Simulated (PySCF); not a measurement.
An unknown gives this computed stick spectrum. Computed with TDDFT wB97X-D/def2-SVPD, vertical, gas phase, core orbitals frozen in the response in PySCF 2.14.0, density-fitted response routines. Geometries: PBE0-D3(BJ)/def2-SVP, one conformer each.

```json
{"state": "S1", "E (eV)": "8.88", "f": "0.0094", "main configurations (H = HOMO, L = LUMO)": "H→L (49%), H→L+1 (28%)"}
{"state": "S2", "E (eV)": "8.95", "f": "0.0033", "main configurations (H = HOMO, L = LUMO)": "H-1→L (63%), H-1→L+1 (17%), H-1→L+3 (8%)"}
{"state": "S3", "E (eV)": "9.25", "f": "0.020", "main configurations (H = HOMO, L = LUMO)": "H→L+1 (42%), H→L+2 (17%), H→L (10%)"}
{"state": "S4", "E (eV)": "9.39", "f": "0.0090", "main configurations (H = HOMO, L = LUMO)": "H→L+2 (52%), H→L (23%)"}
{"state": "S5", "E (eV)": "9.43", "f": "0.017", "main configurations (H = HOMO, L = LUMO)": "H-1→L+2 (68%), H-1→L (12%)"}
{"state": "S6", "E (eV)": "9.49", "f": "0.029", "main configurations (H = HOMO, L = LUMO)": "H-1→L+1 (59%), H-1→L+3 (15%)"}
{"state": "S7", "E (eV)": "9.59", "f": "0.030", "main configurations (H = HOMO, L = LUMO)": "H→L+3 (40%), H-2→L+1 (15%), H→L+4 (14%)"}
{"state": "S8", "E (eV)": "9.85", "f": "0.010", "main configurations (H = HOMO, L = LUMO)": "H→L+3 (20%), H-3→L+1 (14%), H-1→L+3 (11%)"}
{"state": "S9", "E (eV)": "9.91", "f": "0.018", "main configurations (H = HOMO, L = LUMO)": "H-3→L+1 (23%), H-2→L (18%), H→L+4 (10%)"}
{"state": "S10", "E (eV)": "10.03", "f": "0.049", "main configurations (H = HOMO, L = LUMO)": "H-1→L+3 (25%), H-3→L+1 (18%)"}
```

Question: Which structure fits? All have the formula C5H7F3.
A. `C/C(=C\C(F)F)CF`
B. `C1CC1C(CF)(F)F`
C. `C/C(CF)=C/C(F)F`

Answer: B. Its S1, at 8.88 eV, is the highest among the candidates; the nearest of the others has S1 at 7.18 eV. S1 is HOMO→LUMO (49%), HOMO→LUMO+1 (28%). Löwdin shares by element: HOMO carbon 76% or more (atoms not listed hold the other 24%); LUMO carbon 30% or more, hydrogen 18% or more (atoms not listed hold the other 51%). At the same level the other candidates give, for their lowest levels:
- `C/C(=C\C(F)F)CF`: 6.91 eV (f 0.449); 7.49 eV (f 0.002); 7.72 eV (f 0.002); 8.35 eV (f 0.014); 8.47 eV (f 0.007); T1 4.19 eV; HOMO -9.64, LUMO 1.18 eV
- `C/C(=C/C(F)F)CF`: 7.18 eV (f 0.519); 7.54 eV (f 0.006); 7.62 eV (f 0.009); 8.20 eV (f 0.002); 8.58 eV (f 0.000); T1 4.35 eV; HOMO -9.75, LUMO 1.30 eV

Conformer computed: `[F:1][CH2:2][C:3]([F:4])([F:5])[CH:6]1[CH2:7][CH2:8]1`: F1–C2–C3–F4 -175°, C2–C3–C6–C7 -157°.
Triplets come from the Tamm–Dancoff approximation.
